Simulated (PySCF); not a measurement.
**Broadened absorption spectrum of C8H8**

Species: C8H8.
InChI=1S/C8H8/c1-2-8-6-4-3-5-7-8/h2-7H,1H2

Theory: TDDFT wB97X-D/def2-SVPD, vertical, gas phase, core orbitals frozen in the response (PySCF). One conformer (not necessarily the lowest) at the PBE0-D3(BJ)/def2-SVP geometry, without solvent, vibrations or thermal averaging. Torsions of this conformer, `[CH2:1]=[CH:2][c:3]1[cH:4][cH:5][cH:6][cH:7][cH:8]1`: C1–C2–C3–C4 179°.

Each state is given a Gaussian of 0.4 eV full width at half maximum, with ε(max) = 2.175×10⁸ f / Δν̃ (Δν̃ the width in cm⁻¹). The width is an assumption, not a result. The curve ends short of the highest state used, and states not computed would add to its high-energy end.

```csv
λ (nm),ε (L mol⁻¹ cm⁻¹)
187.6,37165
190.2,37361
192.9,33146
195.5,27198
198.2,19977
200.8,12925
203.4,7110
206.1,3190
208.7,1244
211.4,401
214.0,144
216.6,155
219.3,434
221.9,1157
224.6,2721
227.2,5312
229.8,9017
232.5,13637
235.1,18032
237.8,21550
240.4,23209
243.0,22920
245.7,20810
248.3,17604
251.0,13766
253.6,10171
256.2,7062
258.9,4537
261.5,2792
264.2,1588
266.8,873
269.5,444
272.1,220
274.7,104
277.4,45
280.0,19
```

Task: Locate the maxima and give the states behind the curve.

Result: 241 nm (5.14 eV), ε about 23000, made up of S1 (33%) and S2 (67%); 189 nm (6.56 eV), ε about 38000, made up of S3 (21%) and S4 (79%) (ε in L mol⁻¹ cm⁻¹; maxima over ε = 5, shares over 10%). The states used: S1 5.03 eV (f 0.143); S2 5.19 eV (f 0.243); S3 6.34 eV (f 0.280); S4 6.62 eV (f 0.472); S5 6.94 eV (f 0.014); S6 7.21 eV (f 0.0001).

Task: What would ε be at 6.56 eV, the highest of these maxima, with half the width (0.2 eV)?

Result: About 50700 L mol⁻¹ cm⁻¹ against 38000, a factor of about 1.3; a lone state at its own centre would give exactly 2.

Task: Coming from long wavelengths, where does ε first pass 100 L mol⁻¹ cm⁻¹?

Result: At about 275 nm (4.51 eV), 0.52 eV below S1.

Task: On this curve, what absorbance would a 10⁻⁴ mol/L sample give at 280 nm over a 1 cm path?

Result: 280 nm is 4.428 eV, where ε is about 19 L mol⁻¹ cm⁻¹, so A = ε c l ≈ 0.0019 (Beer–Lambert, with the gas-phase spectrum and the assumed width).

The run took 54 s of wall time on an Arm Neoverse V1 with one thread, no GPU, shared host with 32 logical CPUs at a one-minute load of 20, and the process peaked at 0.96 GiB of memory.
